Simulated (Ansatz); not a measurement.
Relaxation of ClGaH₃PSeTe (8 atoms, charge 0, multiplicity 1), to a largest force component of 0.015 eV/Å in at most 40 steps.

The calculation used Ansatz 0.2.0, RKS revPBE-D4/def2-SVP.

```xyz
8
Properties=species:S:1:pos:R:3:forces:R:3
Cl -0.092 -2.394 1.577 -1.87 -3.71 -0.10
Ga 1.129 -0.843 0.436 -110.02 -267.60 -353.23
Se 1.383 -0.233 1.243 111.33 270.23 352.25
P 0.563 0.629 -1.924 -0.49 -0.65 -0.66
Te -1.821 -0.260 -1.659 0.29 0.01 -1.13
H 0.458 0.964 1.472 0.69 1.96 1.64
H 0.231 1.869 -1.230 0.21 -0.35 0.36
H -1.798 -0.701 -3.356 -0.15 0.12 0.87
```

Task: Where does it end, and by what steps?

Result: It converged. After 34 steps the energy has fallen by 108.330 eV; Cl1 moved furthest, 1.57 Å. The start is strongly strained (largest force component 353 eV/Å), so its close contacts needn't be bonds. Parted: Cl1–Se3. Joined: Ga2–Te5.

```json
{"step": "0", "energy less start (eV)": "0.0000", "largest force component (eV/Å)": "353.231", "accepted": "yes"}
{"step": "2", "energy less start (eV)": "-96.5563", "largest force component (eV/Å)": "34.197", "accepted": "yes"}
{"step": "4", "energy less start (eV)": "-106.8061", "largest force component (eV/Å)": "2.047", "accepted": "yes"}
{"step": "6", "energy less start (eV)": "-107.7824", "largest force component (eV/Å)": "1.034", "accepted": "yes"}
{"step": "8", "energy less start (eV)": "-108.0532", "largest force component (eV/Å)": "0.247", "accepted": "yes"}
{"step": "10", "energy less start (eV)": "-108.1364", "largest force component (eV/Å)": "0.901", "accepted": "yes"}
{"step": "12", "energy less start (eV)": "-108.2498", "largest force component (eV/Å)": "0.134", "accepted": "yes"}
{"step": "14", "energy less start (eV)": "-108.2549", "largest force component (eV/Å)": "0.062", "accepted": "yes"}
{"step": "16", "energy less start (eV)": "-108.2564", "largest force component (eV/Å)": "0.030", "accepted": "yes"}
{"step": "18", "energy less start (eV)": "-108.2589", "largest force component (eV/Å)": "0.137", "accepted": "yes"}
{"step": "20", "energy less start (eV)": "-108.2650", "largest force component (eV/Å)": "0.192", "accepted": "yes"}
{"step": "22", "energy less start (eV)": "-108.2709", "largest force component (eV/Å)": "0.070", "accepted": "yes"}
{"step": "24", "energy less start (eV)": "-108.2849", "largest force component (eV/Å)": "0.237", "accepted": "yes"}
{"step": "26", "energy less start (eV)": "-108.3216", "largest force component (eV/Å)": "0.102", "accepted": "yes"}
{"step": "28", "energy less start (eV)": "-108.3254", "largest force component (eV/Å)": "0.102", "accepted": "yes"}
{"step": "30", "energy less start (eV)": "-108.3289", "largest force component (eV/Å)": "0.030", "accepted": "yes"}
{"step": "32", "energy less start (eV)": "-108.3300", "largest force component (eV/Å)": "0.023", "accepted": "yes"}
{"step": "34", "energy less start (eV)": "-108.3304", "largest force component (eV/Å)": "0.012", "accepted": "yes"}
```

```xyz
8
Properties=species:S:1:pos:R:3
Cl 0.231 -2.922 0.135
Ga 0.506 -0.754 0.088
Se 0.702 0.287 2.192
P 0.682 0.223 -2.037
Te -1.862 0.266 -1.548
H 1.020 1.589 1.545
H 0.814 1.549 -1.477
H -2.038 -1.208 -2.339
```

Whether the end is a true minimum wasn't checked by a vibrational analysis.

Run time: 77 s on 2 threads of Intel(R) Xeon(R) 6975P-C (Granite Rapids), with other jobs on the host, peak memory 0.26 GiB.
